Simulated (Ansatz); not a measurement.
Reaction (ligand exchange at the Al–N bond): `CC(=S)[NH][AlH2]` + `C=C=N` → `C=C=[N][AlH2]` + `CC(N)=S`

Computed with Ansatz on PBE0-D4/def2-TZVP structures; ΔE is electronic, products minus reactants. CBS: MP2 limit from def2 TZ/QZ plus the TZ coupled-cluster correction, frozen cores. This one scheme is used for every species. DFT in def2-TZVPP. Each species was taken in one conformer, which may not be the lowest.

Q: Is it downhill or uphill in electronic energy at CCSD(T)/CBS, and by how much? (Estimate.)

A: Computed: Downhill: ΔE = -28.0 kJ/mol.

Q: What do these levels give: ωB97M-V, HF/def2-TZVPP, MP2/def2-TZVPP, HF/def2-QZVPP, SCS-MP2/def2-QZVPP, MP2/CBS(def2)? (Estimate.)

A: Computed: ωB97M-V -31.9, HF/def2-TZVPP -46.0, MP2/def2-TZVPP -32.9, HF/def2-QZVPP -46.1, SCS-MP2/def2-QZVPP -32.6, MP2/CBS(def2) -34.1 kJ/mol.

Largest T1 diagnostic among the species: 0.017.

The D4 term adds +5.2 kJ/mol with B3LYP and +2.9 kJ/mol with PBE0; it sums over pairs of atoms, weighted by their polarisabilities, and B3LYP, whose exchange is more repulsive, gets the larger term. In def2-TZVPP, CCSD(T) changes the Hartree–Fock value by +19.3 kJ/mol (the triples alone add +2.3 kJ/mol) and MP2 by +13.1 kJ/mol.

B3LYP here is the variant with VWN-RPA as its local correlation; programs differ in this.
